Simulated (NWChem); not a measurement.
CH4BFOSe; SMILES FB(OC)[SeH]

```xyz
9

B     -0.6596     0.6253    -0.0890
F     -1.9750     0.6425    -0.2544
O      0.0049     1.7829    -0.2139
C      1.3963     1.9055    -0.0641
H      1.6667     2.9588    -0.2188
H      1.7199     1.6050     0.9467
H      1.9361     1.2922    -0.8052
Se     0.2517    -1.0645     0.3255
H     -0.9971    -1.8364     0.3094
```
Atoms are numbered in this order, from 1.

Level: PBE0/def2-SVP (NWChem), optimised geometry, unscaled harmonic frequencies. This build's default masses of Se (78.918 u) and Br (79.917 u) are each other's, which moves their modes by up to 0.6 %.

List the harmonic frequencies with IR intensities, and the thermochemistry.


```csv
frequency (cm⁻¹),IR intensity (km/mol)
61,0.0
156,2.8
166,6.7
303,2.3
304,8.6
388,1.2
546,22.2
571,22.9
714,10.3
1079,192.8
1179,0.2
1182,27.1
1279,223.3
1430,269.7
1472,22.6
1477,11.6
1523,254.8
2477,4.7
3040,27.1
3128,18.1
3173,14.7
```

| Item | Value |
|---|---|
| zero-point energy | 36.6 kcal/mol |
| thermal correction to the enthalpy at 298.15 K (with zero-point energy) | 41.4 kcal/mol |
| heat capacity Cv | 20.8 cal/(mol K) |
| entropy at 298.15 K and 1 atm (symmetry number 1) | 83.1 cal/(mol K) |
| dipole moment | 1.69 D |

Rigid rotor and harmonic oscillator; modes under 100 cm⁻¹ make the entropy uncertain.
